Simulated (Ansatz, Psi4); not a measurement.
Process, species as SMILES: [SiH](N)(N)N + H+ → [SiH](N)(N)[NH3+] (at N, the best of the heteroatom sites tried; carbon was not tried)

Quantity: proton affinity (enthalpy at 298 K), in kcal/mol. Positive where the reaction releases energy. Terms: non-relativistic; spin-orbit terms left out; no dispersion term unless named; valence correlation only; LANL2DZ with its own core potentials from Na on; 6-311+G** with 5d, 6d on Na to Ar in Ansatz (an electronic-structure program); six Cartesian d functions in 6-31G* and its kin unless marked 5d. Basis-set limits of correlation are two-point, X^-3; Hartree-Fock from the larger set. First-principles rows: single points at B3LYP-D3(BJ) geometries (Ansatz), with unscaled harmonic terms from B3LYP/6-31G* (Ansatz) at its own minima.

Coupled cluster (Ansatz) is a level with limits of its own, used here on species with T1 under 0.025 (0.045 for open shells) and stable references: CCSD(T)/CBS(cc-pV(T+d)Z,cc-pV(Q+d)Z).

Value to compare with, CCSD(T)/CBS(cc-pV(T+d)Z,cc-pV(Q+d)Z) (Ansatz): 219.2 kcal/mol.

| level | program | proton affinity (enthalpy at 298 K) (kcal/mol) | difference |
|---|---|---|---|
| PBE/LANL2DZ | Ansatz | 227.3 | 8.1 |
| BLYP/6-31G* | Ansatz | 226.9 | 7.7 |
| B3LYP/LANL2DZ | Ansatz | 226.8 | 7.6 |
| B3LYP/6-31G* | Ansatz | 226.8 | 7.6 |
| B3LYP/6-311+G** | Ansatz | 220.4 | 1.2 |
| PBE0/6-311+G** | Ansatz | 221.3 | 2.1 |
| wB97X-D/6-311+G** | Psi4 | 222.8 | 3.6 |
| MP2/3-21G | Ansatz | 235.7 | 16.5 |
| MP2/6-311+G** | Ansatz | 220.6 | 1.4 |
| B3LYP-D3(BJ)/def2-TZVPD | Ansatz + dftd3 | 220.6 | 1.4 |
| PBE0/def2-TZVPD | Ansatz | 220.6 | 1.4 |
| wB97M-V/def2-TZVPD | Ansatz | 216.8 | -2.4 |

Among the 9 habitual levels, MP2/3-21G lies farthest from CCSD(T)/CBS(cc-pV(T+d)Z,cc-pV(Q+d)Z) (Ansatz) (16.5 kcal/mol); 9 of 9 lie above it, and their mean absolute difference is 6.2 kcal/mol, the median 7.6. One case shows no general order.

The levels are drawn from those run, B3LYP/6-31G* more often than the rest, none by its result; left out are runs that failed, that the program found above a lower state of the same kind, or whose <S^2> lies over 0.5 above the pure value.
